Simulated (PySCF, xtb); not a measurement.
Si(CCH)2(Cl)(H) (C₄H₃ClSi), SMILES [SiH](Cl)(C#C)C#C.

GFN2-xTB in xtb at its own geometry gives an orbital gap of 5.10 eV and a dipole moment of 1.41 D.

Geometry optimised at B3LYP-D3(BJ)/def2-SVP.

### Question
What does r2SCAN/def2-TZVP run with PySCF give? (An estimate is asked for; the answer gives what the named calculation found.)

### Answer
gap 5.56 eV (levels -7.47 and -1.91 eV), dipole 1.88 D.
